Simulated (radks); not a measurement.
Values are calculated unless marked as measured or tabulated.
Mean orbital radii <r> (bohr) of the chromium ion Cr+, [Ar] 3d5, at several levels of relativity; Dirac values are averaged over j with weights 2j + 1. Spin-unpolarised spherical Kohn-Sham, BLYP, point nucleus unless stated (finite: rms radius 3.6452 fm), a radial shooting solver on a logarithmic mesh with Libxc functionals. A level marked "c x" has the speed of light scaled by that factor and shares open shells by 2j + 1; other Dirac levels either fill j = l - 1/2 first or share by 2j + 1.

shell,non-rel.,"scalar-rel., finite nucleus","Dirac, c x 1.5","Dirac, c x 100","change of magnitude, last against first (%)"
1s,0.06419,0.06355,0.06390,0.06419,0.00
2s,0.2961,0.2932,0.2947,0.2961,0.00
2p,0.2609,0.2598,0.2604,0.2609,0.00
3s,0.9113,0.9030,0.9076,0.9113,0.00
3p,0.9709,0.9676,0.9694,0.9709,0.00
3d,1.415,1.423,1.419,1.415,0.00
4s (empty),3.088,3.058,3.075,3.088,0.00
4p (empty),3.920,3.903,3.912,3.920,0.00
